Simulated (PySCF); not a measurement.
Gas-phase reaction: SnF2 + F2 = SnF4

Computed with PySCF and rigid-rotor harmonic-oscillator thermochemistry at 1 bar. † marks an energy on the PBE0/def2-TZVP geometry and frequencies; other levels use their own. MP2 freezes the core. All species are closed-shell singlets. B3LYP is the form with VWN-RPA correlation. Sn: scalar-relativistic def2 core potential, no spin-orbit coupling. MP2 isn't extrapolated to the basis-set limit; its ΔH°(298 K) is -578.7 kJ in def2-SVP and -570.3 kJ in def2-TZVPP. The harmonic model lacks anharmonicity and excited electronic states, which grow with temperature; levels with a mode under 35 cm⁻¹ are left out.

| level | ΔE electronic, kJ | ΔH°(298 K), kJ | ΔS°(298 K), J/K | ΔG°(600 K), kJ |
|---|---|---|---|---|
| B3LYP/def2-TZVP† | -509 | -505 | -159 | -410 |
| M06-2X/def2-TZVP† | -587 | -583 | -159 | -488 |
| MP2/def2-SVP† | -583 | -579 | -159 | -484 |
| PBE0/def2-QZVP† | -543 | -538 | -159 | -444 |
| PBE0/def2-SVP† | -498 | -494 | -159 | -399 |
| PBE0/def2-TZVP | -534 | -529 | -159 | -435 |
| r2SCAN/def2-TZVP† | -546 | -542 | -159 | -447 |
| LDA/def2-TZVP† | -531 | -526 | -159 | -432 |
| ωB97M-V/def2-TZVP† | -543 | -538 | -159 | -444 |
| ωB97X-V/def2-TZVP† | -553 | -548 | -159 | -454 |
ΔH° is lowest at M06-2X/def2-TZVP† and highest at PBE0/def2-SVP†. No reference value is set beside these.
